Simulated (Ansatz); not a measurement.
`[F][GeH2][AlH2]` + `N=C[SeH]` → `[AlH2]/[N]=C\[SeH]` + `[F][GeH3]`  (cleavage of the Al–Ge bond)

Calculated with Ansatz (gas phase, PBE0-D4/def2-TZVP geometries, no zero-point term in ΔE). CBS: MP2 limit from def2 TZ/QZ plus the TZ coupled-cluster correction, frozen cores. Functionals use def2-TZVPP. For Ge, Se outer-core shells are correlated without core-valence functions, which leaves a few kJ/mol of doubt a bond. Scalar relativity is left out up to krypton. Each species was taken in one conformer, which may not be the lowest.

```json
{"level": "B97M-V", "ΔE (kJ/mol)": "-89.9", "difference from CCSD(T)/CBS": "-12.9"}
{"level": "PBE0-D4", "ΔE (kJ/mol)": "-71.9", "difference from CCSD(T)/CBS": "5.1"}
{"level": "CAM-B3LYP-D4", "ΔE (kJ/mol)": "-85.8", "difference from CCSD(T)/CBS": "-8.8"}
{"level": "ωB97M-V", "ΔE (kJ/mol)": "-79.2", "difference from CCSD(T)/CBS": "-2.2"}
{"level": "PBE0", "ΔE (kJ/mol)": "-70.6", "difference from CCSD(T)/CBS": "6.4"}
{"level": "r2SCAN0", "ΔE (kJ/mol)": "-81.2", "difference from CCSD(T)/CBS": "-4.2"}
{"level": "CAM-B3LYP", "ΔE (kJ/mol)": "-84.6", "difference from CCSD(T)/CBS": "-7.6"}
{"level": "LC-ωPBE", "ΔE (kJ/mol)": "-73.1", "difference from CCSD(T)/CBS": "3.9"}
{"level": "HF/def2-QZVPP", "ΔE (kJ/mol)": "-84.8", "difference from CCSD(T)/CBS": "-7.8"}
{"level": "MP2/def2-QZVPP", "ΔE (kJ/mol)": "-89.2", "difference from CCSD(T)/CBS": "-12.2"}
{"level": "CCSD(T)/CBS", "ΔE (kJ/mol)": "-77.0", "difference from CCSD(T)/CBS": "0"}
```

What do rigid-rotor, harmonic-oscillator terms from PBE0-D4/def2-TZVP frequencies (298.15 K, 1 bar) make of the CCSD(T)/CBS value? (Estimate.)

The calculation gave: ΔZPE = -6.2 kJ/mol, ΔH = -84.0 kJ/mol, ΔS = -18 J/(mol·K), ΔG = -78.6 kJ/mol.

Largest T1 diagnostic among the species: 0.013.

At CCSD(T), def2-SVP lies −11.9 kJ/mol from the extrapolated value and def2-TZVPP −2.1 kJ/mol. Leaving LDA and LC-ωPBE aside and taking each functional with its dispersion term where it has one, the values spread over 18.0 kJ/mol, from B97M-V to PBE0-D4. LDA lies −8.1 kJ/mol from PBE without D4.
